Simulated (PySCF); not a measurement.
A side-by-side comparison of computed properties.

First species: C4H6FNSi.
SMILES: `N#C/C(=C\F)C[SiH3]`

Second species: C3H3ClF2O.
SMILES: `F/C=C(/Cl)OCF`

Levels: CAM-B3LYP/def2-SVPD for dipole moment, HOMO energy, LUMO energy, HOMO–LUMO gap, static isotropic polarisability and electronic spatial extent ⟨r²⟩ about the centre of nuclear charge; TDDFT CAM-B3LYP/def2-SVPD for lowest singlet excitation; TDA CAM-B3LYP/def2-SVPD for lowest triplet excitation (Tamm–Dancoff); GFN2-xTB for rotational constant A and rotational constant C. Geometries: GFN2-xTB. All species are isolated and taken at one optimised geometry, non-relativistic unless stated. Electronic properties by PySCF.

Dipoles, sizes and rotational constants follow the conformer. The torsions of the flexible species, by atom-mapped SMILES:
- `[N:1]#[C:2]/[C:3](=[CH:4]\[F:5])[CH2:6][SiH3:7]`: C2–C3–C6–Si7 76°
- `[F:1]/[CH:2]=[C:3](/[Cl:4])[O:5][CH2:6][F:7]`: C2–C3–O5–C6 -140°, C3–O5–C6–F7 69°

(1) Which has the higher dipole moment?

(2) Which of the two has the higher static isotropic polarisability, and by how much?

(3) Which of the two has the higher LUMO energy, and by how much?

(4) Which has the higher HOMO energy?

(5) Which has the higher rotational constant A?

(6) Which has the higher T1 energy?

(7) Which of the two has the higher HOMO–LUMO gap, and by how much?

(8) Which of the two has the higher ⟨r²⟩, and by how much?

Answers

(1) The first: 4.73 D against 1.79 D, a difference of 2.94 D.

(2) The first: 79.3 au against 57.6 au, a difference of 21.7 au.

(3) The second: 0.89 eV against -0.42 eV, a difference of 1.31 eV.

(4) The second: -8.71 eV against -9.04 eV, a difference of 0.33 eV.

(5) The first: 3.039 GHz against 2.290 GHz, a difference of 0.749 GHz.

(6) The second: 4.09 eV against 3.54 eV, a difference of 0.55 eV.

(7) The second: 9.60 eV against 8.62 eV, a difference of 0.98 eV.

(8) The first: 1084 bohr² against 945 bohr², a difference of 139 bohr².

On the first: The principal polarisabilities are 62.3, 84.6 and 91.0 au; their mean is the isotropic value. The polarisability is 11.75 Å³ as a volume (1 au = 0.148185 Å³), or 1.32 au for each of the 60 electrons.

On the second: A dipole of 1.79 D is allowed in C1, and pure rotational transitions are dipole-allowed. In wavenumbers S1 is 48300 cm⁻¹ (1 eV = 8065.54 cm⁻¹).
